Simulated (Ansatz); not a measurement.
System: CH₆NSi (charge 0, doublet). It need not be the lowest isomer of its formula. 
Geometry from a B3LYP-D3(BJ)/def2-TZVP (Ansatz, an electronic-structure program) optimisation:
```
N
H 1 1.0075
C 1 1.3858 2 115.21
H 3 1.0782 1 119.05 2 12.92
H 3 1.0792 4 120.20 1 -161.56
Si 1 1.7348 2 118.69 3 -171.63
H 6 1.4791 1 106.31 2 -12.64
H 6 1.4822 7 110.93 1 119.39
H 6 1.4845 7 109.83 8 118.66
```
Charge 0, spin multiplicity 2.

Basis-set convergence of Hartree-Fock and CCSD correlation energies (hartree) with Ansatz. Correlated levels leave the core frozen unless marked. Open shells are spin-unrestricted. Spin-orbit coupling is left out. Non-relativistic.

| basis | functions | E(HF) | E(corr, CCSD) |
|---|---|---|---|
| aug-cc-pV(D+d)Z | 132 | -384.72774 | -0.46237 |
| aug-cc-pV(T+d)Z | 285 | -384.76768 | -0.53979 |
| aug-cc-pV(Q+d)Z | 525 | -384.77712 | -0.56296 |

Extrapolating the two largest sets (X = 3 and 4) as X^-3: E(corr) = (64·(-0.56296) - 27·(-0.53979))/37 = -0.5799 Eh, an estimate of the basis-set limit. The largest set recovers 97.1 % of it, the smallest 79.7 %.
